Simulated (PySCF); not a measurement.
**W(64+) (tungsten, charge +64): Hartree-Fock from Schrödinger to Dirac-Coulomb-Breit**

Occupied: 1s1/2, 2s1/2, 2p1/2, 2p3/2. Hartree-Fock calculated with PySCF 2.14 in an uncontracted even-tempered set (16 s from 16 bohr⁻², ratio 2.7; 13 p from 19 bohr⁻², ratio 2.7), Gaussian nucleus throughout. NR is non-relativistic, sf-X2C the spin-free one-electron X2C Hamiltonian, X2C adds the bare one-electron spin-orbit term, X2C-SNSO screens it by Boettger's factors, DC is four-component Dirac-Coulomb, and the Gaunt and Breit terms are added at first order (total energies over the DC spinors, levels after relaxing the spinors in that mean field). QED terms are absent. Levels marked empty are virtual spinors of this ion.

| Hamiltonian | E (hartree) |
| --- | --- |
| NR | -10317.7852 |
| sf-X2C | -11052.7780 |
| X2C | -11068.8164 |
| X2C-SNSO | -11067.8951 |
| DC | -11073.2291 |
| DC+Gaunt | -11059.0095 |
| DC+Breit | -11060.2378 |

| level (eV) | NR | sf-X2C | X2C | X2C-SNSO | DC | DC+Gaunt | DC+Breit |
| --- | --- | --- | --- | --- | --- | --- | --- |
| 1s1/2 | -69785.9 | -75575.8 | -75559.0 | -75560.0 | -75647.6 | -75411.9 | -75427.4 |
| 2s1/2 | -15834.9 | -17507.7 | -17503.6 | -17503.8 | -17516.4 | -17490.5 | -17492.3 |
| 2p1/2 | -15451.8 | -16025.5 | -17060.9 | -17027.8 | -17036.9 | -16991.4 | -16995.9 |
| 2p3/2 | -15451.8 | -16025.5 | -15612.1 | -15622.7 | -15631.3 | -15601.2 | -15605.7 |
| 3s1/2 (empty) | -6593.9 | -7130.6 | -7129.9 | -7129.9 | -7133.0 | -7126.0 | -7126.9 |
| 3p1/2 (empty) | -6470.7 | -6705.0 | -6983.1 | -6974.3 | -6976.7 | -6964.8 | -6966.4 |
| 3p3/2 (empty) | -6470.7 | -6705.0 | -6592.2 | -6595.1 | -6596.9 | -6589.1 | -6590.7 |

**Question.** How large are the two-electron picture-change error of X2C and the Breit correction in the total energy?

**Answer.** X2C-1e lies 4.4127 hartree above Dirac-Coulomb; Gaunt adds 14.2196 and the full Breit term 12.9913 hartree.

```tsv
interval (eV)	X2C	X2C-SNSO	DC	DC+Gaunt	DC+Breit
2p3/2 − 2p1/2	1449	1405	1406	1390	1390
3p3/2 − 3p1/2	390.9	379.2	379.8	375.7	375.7
```

Weight of the small component: 1s1/2 0.0780, 2s1/2 0.0182, 2p1/2 0.0181, 2p3/2 0.0165, 3s1/2 0.00727, 3p1/2 0.00717, 3p3/2 0.00675.

Koopmans' value for the highest occupied level at DC+Breit: 15605.7 eV, against an ionisation energy of 15566 ± 11 eV (semi-empirical (NIST evaluation); NIST Atomic Spectra Database, ionization energies); the former lacks relaxation, correlation, QED and recoil.

The whole ladder took 100 s of wall time on 1 thread of Neoverse-N1 (shared host), launched as `OMP_NUM_THREADS=1 python relrun2.py TASK.json OUT` (a driver that calls PySCF for each Hamiltonian).
